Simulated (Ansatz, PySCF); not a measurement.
System: CH$_{6}$NSi (charge 0, doublet). It need not be the lowest isomer of its formula. 
Coordinates optimised at B3LYP-D3(BJ)/def2-TZVP (Ansatz, a quantum-chemistry and plane-wave program):
SMILES: C[N][SiH3]
```xyz
9

Si    -0.6031    -0.3232    -0.8507
N      0.4955     0.5993     0.1352
C      0.8091     0.2630     1.4835
H      1.0814     1.1557     2.0558
H      0.0357    -0.3005     2.0234
H      1.7121    -0.3703     1.4729
H      0.2134    -1.0913    -1.8240
H     -1.4665     0.6278    -1.5863
H     -1.4562    -1.2702    -0.0799
```
Charge 0, spin multiplicity 2.

Quantity: atomisation energy (electronic, to ground-state atoms), in kJ/mol. Cores are frozen in the correlated levels unless marked. UHF or UKS for open shells. Spin-orbit coupling is left out. No relativistic terms. The coupled-cluster limit lacks core correlation, which all-electron functionals hold. Basis-set limits of correlation are two-point, X^-3; Hartree-Fock from the larger set. The bracket is a focal-point correction in the basis named.

```
level                   program  atomisation energy (kJ/mol)
----------------  -------------  ---------------------------
HF/6-31G                 Ansatz                       1835.6
HF/6-31G*                Ansatz                       2086.1
HF-D4/def2-TZVPD  PySCF + dftd4                       2174.0
SVWN5/def2-TZVPD         Ansatz                       3268.3
```

Problem. Predict the RI-MP2/CBS(cc-pV(T+d)Z,cc-pV(Q+d)Z)+[CCSD(T)-MP2]/cc-pV(T+d)Z result (Ansatz).

Solution. 2894.3 kJ/mol
